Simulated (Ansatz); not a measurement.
```yaml
crystal:
  periodic: [false, false, false]
  atoms:
    - {symbol: F, position_ang: [-1.311020, 1.427947, 1.124687]}
    - {symbol: B, position_ang: [-0.392259, 0.471782, 0.912611]}
    - {symbol: O, position_ang: [-0.913260, -0.610435, -0.067045]}
    - {symbol: B, position_ang: [0.311728, -0.388315, -0.990314]}
    - {symbol: F, position_ang: [-0.064092, -0.095491, -2.245848]}
    - {symbol: O, position_ang: [0.626162, 0.893193, -0.177156]}
    - {symbol: H, position_ang: [0.139680, -0.001681, 1.883938]}
    - {symbol: H, position_ang: [-1.001738, -1.493224, 0.299232]}
    - {symbol: H, position_ang: [1.152907, -1.239596, -0.854890]}
    - {symbol: H, position_ang: [1.534992, 0.984521, 0.117785]}
basis:
  gaussian: {orbitals: aug-cc-pVDZ}
total_charge: 1
magnetization: {spin_polarized: true, initial_magnetization: 1}
hamiltonian: {xc: {name: B3LYP5}}
output: {forces: true}
```

```sh
$ ansatz run in.yaml --threads 4 --pin off --events-out ev --progress --plain --max-ram 10444MiB
```

Output, abridged:

```
Functional definition: B3LYP5
1364 factors; their error is unknown
mean field evaluation 1: about -10920.1088 eV, gradient 7.0e1 eV
mean field evaluation 2: about -10889.5529 eV, gradient 1.2e2 eV
mean field evaluation 4: about -10935.9904 eV, gradient 9.0e0 eV
mean field evaluation 8: about -10936.2679 eV, gradient 1.4e-1 eV
mean field evaluation 16: about -10936.2870 eV, gradient 7.5e-4 eV
mean field -10936.28697141 eV, -401.9011333177 hartree, gradient 3.0e-5 eV, S^2 0.754309; 6 other end points of the search recorded, 0 dependent functions left out
reference -10936.28725518 eV, -401.9011437462 hartree; 24, 23 occupied and 150, 151 virtual orbitals, 1364 factors
Total energy: -10936.28725518 eV, -401.9011437462 hartree
Atom 0 at    -1.311020     1.427947     1.124687 Å, force     0.328630    -0.317623     0.257249 eV/Å
Atom 1 at    -0.392259     0.471782     0.912611 Å, force    -1.111971     1.023377    -1.571249 eV/Å
Atom 2 at    -0.913260    -0.610435    -0.067045 Å, force     0.299706    -0.249680     0.223728 eV/Å
Atom 3 at     0.311728    -0.388315    -0.990314 Å, force    -1.496675     1.493391    -0.531365 eV/Å
Atom 4 at    -0.064092    -0.095491    -2.245848 Å, force     0.324278    -0.312305     0.269014 eV/Å
Atom 5 at     0.626162     0.893193    -0.177156 Å, force     0.259039    -0.289371     0.226624 eV/Å
Atom 6 at     0.139680    -0.001681     1.883938 Å, force     0.374653    -0.319924     0.869251 eV/Å
Atom 7 at    -1.001738    -1.493224     0.299232 Å, force    -0.357090    -0.663659     0.167860 eV/Å
Atom 8 at     1.152907    -1.239596    -0.854890 Å, force     0.697968    -0.714936    -0.004693 eV/Å
Atom 9 at     1.534992     0.984521     0.117785 Å, force     0.681461     0.350730     0.093581 eV/Å
Dipole moment:     0.730412    -0.704688     0.588725 e Å
```

Run time 9.5 s (4 threads of an Arm Neoverse V2 on a shared host); peak host memory 0.55 GiB.
